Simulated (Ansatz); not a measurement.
Relaxing a trial structure of ClFHO2Si2

The starting geometry of this gas-phase doublet was optimised with GFN2-xTB.

```xyz
7

Cl    0.9580    1.4974    0.4188
F    -2.2230   -1.2716    0.0877
O    -1.4645    0.8731   -1.3057
O     0.0516   -0.8793   -1.2445
Si   -1.6122   -0.7886   -1.3125
Si    0.2063    0.7877   -1.2467
H     0.7586    1.2200   -2.4996
```

Question: Where would you expect an optimisation with B3LYP-D3(BJ)/def2-SVP to take it?

Answer: It keeps its bonds.

The energy falls by 0.25 eV over 7 steps:

| step | E − E(last) (eV) |
| --- | --- |
| 1 | 0.254 |
| 2 | 0.032 |
| 3 | 0.003 |
| 4 | 0.000 |
| 5 | 0.000 |
| 6 | 0.000 |
| 7 | 0.000 |

Final geometry (Å):

```xyz
7

Cl    1.0341    1.5617    0.3914
F    -2.3221   -1.3548    0.1015
O    -1.5047    0.8839   -1.3098
O     0.0583   -0.9212   -1.2465
Si   -1.6411   -0.8129   -1.2622
Si    0.1875    0.7694   -1.2943
H     0.8628    1.3125   -2.4825
```

Frequencies at the end are all real (lowest 83 cm⁻¹). Open shells are spin-unrestricted. Run with Ansatz 0.2.0, 27 s on 2 threads of Intel(R) Xeon(R) Platinum 8488C (Sapphire Rapids), on a shared host.
